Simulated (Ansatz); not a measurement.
System: C5H5S, net charge -1, singlet state. It need not be the lowest isomer of its formula. Whether it binds its extra electron was not tested at this geometry. SMILES: Cc1cc[c-]s1
Geometry from a B3LYP-D3(BJ)/def2-TZVP (Ansatz, a quantum-chemistry and plane-wave program) optimisation:
```
C
C 1 1.3682
H 2 1.0885 1 122.30
C 2 1.4348 3 124.10 1 180.00
C 4 1.3893 2 117.89 3 180.00
H 4 1.0895 5 121.52 2 -180.00
C 1 1.4959 2 128.24 3 0.00
H 7 1.0947 1 110.50 2 0.00
H 7 1.0970 8 107.32 1 122.92
H 7 1.0970 8 107.32 9 114.16
S 1 1.7499 2 107.06 3 180.00
```
Charge -1, spin multiplicity 1.

Parts of the frozen-core correlation energy in cc-pV(T+d)Z (Ansatz, hartree). Frozen orbitals: 10; correlated occupied orbitals by spin: 16 and 16; virtual: 233 and 233. Spin-orbit coupling is left out. No relativistic terms.

| term | value |
|---|---|
| reference (HF) | -589.79150 |
| MP2 opposite-spin | -0.74626 |
| MP2 same-spin | ___ |
| CCSD correlation | ___ |
| (T) | ___ |
| T1 diagnostic | 0.015 |
| largest doubles amplitude | 0.049 |

### Question
Complete the blanks.

### Answer

- MP2 same-spin, value: -0.25287
- CCSD correlation, value: -1.02633
- (T), value: -0.05754
